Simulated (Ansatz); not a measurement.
This geometry of a periodic cell of 17 atoms, GaSi16 (host Si, host structure diamond, interstitial Ga) is a first-order saddle point.

These are results of DFT PBE-D3(BJ), scalar-relativistic, plane waves, PAW in Ansatz, not measurements. Settings: PAW set soft_1, cutoff 420 eV, k mesh 2x2x2, gaussian smearing 0.05 eV, spin collinear.

```xyz
17
Lattice="0.0000 5.4300 5.4300 5.4300 0.0000 5.4300 5.4300 5.4300 0.0000" Properties=species:S:1:pos:R:3
Si -0.213 -0.216 0.218
Si 1.250 1.246 1.246
Si 2.649 2.646 -0.010
Si 3.860 3.857 1.575
Si 2.827 -0.114 2.607
Si 4.186 1.247 4.187
Si 5.443 2.645 2.787
Si 6.858 4.059 4.006
Si -0.110 2.825 2.607
Si 1.251 4.185 4.187
Si 2.648 5.441 2.787
Si 4.063 6.856 4.006
Si 2.827 2.825 5.547
Si 4.289 4.287 6.575
Si 5.647 5.645 5.217
Si 6.857 6.855 6.803
Ga 7.468 7.466 3.396
```

Task: Which two structures does it join? (They come from a converged band through this point; their orientation in space is the band's.)

Result: Contacts lost: Si15–Ga17. Contacts made: Si4–Ga17. The atom that moves furthest is Ga17, by 2.34 Å.

Initial state:

```xyz
17
Lattice="0.0000 5.4300 5.4300 5.4300 0.0000 5.4300 5.4300 5.4300 0.0000" Properties=species:S:1:pos:R:3
Si -0.013 -0.016 0.016
Si 1.358 1.358 1.326
Si 2.734 2.731 0.018
Si 4.080 4.069 1.365
Si 2.764 -0.049 2.666
Si 4.104 1.355 4.076
Si 5.422 2.724 2.707
Si 6.791 4.041 4.076
Si -0.050 2.765 2.665
Si 1.358 4.103 4.073
Si 2.732 5.414 2.702
Si 4.041 6.788 4.073
Si 2.766 2.765 5.481
Si 4.073 4.074 6.788
Si 5.381 5.381 5.479
Si 6.791 6.785 6.819
Ga 6.788 6.790 4.073
```

Final state:

```xyz
17
Lattice="0.0000 5.4300 5.4300 5.4300 0.0000 5.4300 5.4300 5.4300 0.0000" Properties=species:S:1:pos:R:3
Si 0.008 -0.003 0.017
Si 1.315 1.316 1.315
Si 2.715 2.716 -0.028
Si 4.117 4.118 1.312
Si 2.718 -0.032 2.717
Si 4.133 1.297 4.132
Si 5.462 2.713 2.716
Si 6.774 4.086 4.086
Si -0.029 2.717 2.716
Si 1.305 4.125 4.123
Si 2.713 5.460 2.715
Si 4.084 6.776 4.084
Si 2.716 2.714 5.463
Si 4.088 4.087 6.773
Si 5.428 5.431 5.426
Si 6.772 6.771 6.772
Ga 8.156 8.140 2.739
```

Task: How far does it lie above each of them?

Result: 0.73 eV above the first and 0.73 eV above the second. This is the barrier of this one path; another mechanism may lie lower. Limits of this set-up: coarse k mesh.

The run took 8.2 min on 2 threads of Arm Neoverse V1 (shared host), peak memory 1.4 GiB.
